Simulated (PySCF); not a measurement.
A geometry optimisation on [MoOF5]2-, `[O]=[Mo-2]([F])([F])([F])([F])[F]` [radical].

Method: PBE0-D3(BJ)/def2-SVP geometry optimisation, gas phase, def2 core potentials past Kr (PySCF 2.14.0). Start geometry: GFN2-xTB. A driver script takes a list of jobs; this job's settings line and coordinates (Å) are shown.

Input:
```
{"job": {"xc": "PBE0", "basis": "def2-SVP", "d3": "d3bj", "grid": 1, "maxiter": 40, "kind": "geom"}, "charge": -2, "multiplicity": 2}
Mo    -0.001920    -0.000620     0.183550
O     -0.016170    -0.008380     1.814150
F      0.013780     0.007400    -1.673410
F      1.998140     0.005020    -0.063120
F     -1.998170    -0.004910    -0.099100
F     -0.003950     1.998820    -0.071850
F      0.008300    -1.997330    -0.090220
```

Question: What does the run print?

Answer: 
```
step   0  E = -641.84879698  max force = 0.093044
step   1  E = -641.86392502  max force = 0.034190
step   2  E = -641.86422097  max force = 0.018970
step   3  E = -641.86675237  max force = 0.002561
step   4  E = -641.86673864  max force = 0.001515
step   5  E = -641.86681531  max force = 0.000991
step   6  E = -641.86682452  max force = 0.000419
step   7  E = -641.86682614  max force = 0.000182
optimisation converged
```

Energies in Eh; «max force» is the largest Cartesian gradient component in Eh/bohr.

Question: How much energy does the optimisation release, in kcal/mol?

Answer: E(step 0) − E(last step) = 0.018029 Eh, which is 11.3 kcal/mol.

In short: final energy -641.86683 Eh after 7 steps.

Question: Where do the atoms end?

Answer: 0.085 Å rms from the input after alignment:
```
atom  x, y, z in Å
Mo1   -0.0005   -0.0001    0.1424
O2    -0.0145   -0.0061    1.8427
F3     0.0109    0.0025   -1.8541
F4     1.9588    0.0056   -0.0208
F5    -1.9581   -0.0023   -0.0452
F6    -0.0041    1.9587   -0.0261
F7     0.0075   -1.9583   -0.0389
```

The ion is multiply charged and computed in the gas phase, without counter-ions or solvent; whether it holds all its electrons wasn't checked.

Time: 83 s of wall time. Hardware: Arm Neoverse V1, one thread, shared host.
Labels such as C1 count atoms from 1, the log's own numbers from 0.

Caution for open-shell metal species: one SCF solution and one stationary point were followed, and a lower state or a bent or distorted shape isn't ruled out.
